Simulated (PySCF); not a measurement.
A structure optimised at B3LYP-D3(BJ)/def2-SVP, used in a PySCF frequency run:

```xyz
11

N      0.0496     3.2597     0.0000
C      0.3492     2.1395     0.0000
C      0.6721     0.7230     0.0000
Si    -0.8717    -0.3906     0.0000
C     -0.1548    -2.1891     0.0000
O      1.0435    -2.3634     0.0000
H      1.2807     0.4674    -0.8830
H      1.2807     0.4674     0.8830
H     -1.7003    -0.1720     1.2176
H     -1.7003    -0.1720    -1.2176
H     -0.8517    -3.0742     0.0000
```

**Question.** Write its SMILES, formula and point group.

**Answer.** N#CC[SiH2]C=O, C₃H₅NOSi, Cs

**Question.** What are its rotational constants (standard atomic weights)?

**Answer.** 8.3792, 1.3445, 1.1833 GHz
